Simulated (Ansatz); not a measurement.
`F[SiH2]C1CO1`. Total charge 0; spin multiplicity 1. The structure was optimised at the PBE0-D4/def2-TZVP level. It is one conformer, not always the lowest.

```xyz
10

F     1.700   -1.370    1.273
Si    1.030    0.052    0.965
C    -0.636   -0.197    0.168
C    -0.795    0.002   -1.277
O    -1.144    1.034   -0.384
H     0.901    0.772    2.254
H     1.895    0.793    0.017
H    -1.398   -0.801    0.660
H    -1.632   -0.478   -1.778
H     0.078    0.193   -1.898
```

(1) What is the dipole moment at B3LYP/def2-TZVPP? (An estimate is asked.)

(2) And with PBE, r2SCAN, ωB97M-V? (Best estimate.)

(3) Give the Mulliken charges with B3LYP, r2SCAN, PBE in def2-TZVPP. (Estimate.)

Answers

(1) Ansatz gave: 1.10 D, with components (-0.41, -0.58, -0.84) D in this frame, pointing from negative to positive charge.

(2) Computed: PBE 1.09 D, r2SCAN 1.12 D, ωB97M-V 1.11 D.

(3) Ansatz gave: 
```
atom  B3LYP  r2SCAN    PBE
  F1  -0.33   -0.34  -0.29
 Si2   0.62    0.63   0.53
  C3  -0.05   -0.03  -0.04
  C4   0.01    0.09   0.00
  O5  -0.35   -0.34  -0.28
  H6  -0.08   -0.09  -0.08
  H7  -0.09   -0.09  -0.08
  H8   0.09    0.05   0.09
  H9   0.09    0.05   0.08
 H10   0.09    0.05   0.08
```

B3LYP here is the variant with VWN-RPA as its local correlation; programs differ in this.
